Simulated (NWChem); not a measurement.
A series in which one site is exchanged, each optimised at PBE0/def2-SVP with NWChem, gas phase unless a solvent is named. Low-valent species are run as closed-shell singlets; no triplet was tried in these runs. This build's default masses of Se (78.918 u) and Br (79.917 u) are each other's, which moves their modes by up to 0.6 %. Some are not confirmed as minima by frequencies. def2 effective core potentials on I; no spin-orbit coupling.

A: I[Si]Br (SiIBr; site = I)
B: F[Si]Br (SiBrF; site = F)
C: Cl[Si]Br (SiBrCl; site = Cl)
D: Br[Si]Br (SiBr2; site = Br)

```tsv
quantity	A	B	C	D
orbital gap (eV), PBE0/def2-SVP	4.08	5.16	4.62	___
static polarisability, B3LYP/def2-SVPD (bohr³)	92.3	52.3	67.3	___
lowest singlet excitation, B3LYP/def2-SVPD, TDA (eV)	3.02	4.23	3.69	___
```

Task: Some entries are withheld; supply them.

Result: 
- orbital gap (eV), PBE0/def2-SVP, D: 4.42
- static polarisability, B3LYP/def2-SVPD (bohr³), D: 76.2
- lowest singlet excitation, B3LYP/def2-SVPD, TDA (eV), D: 3.45
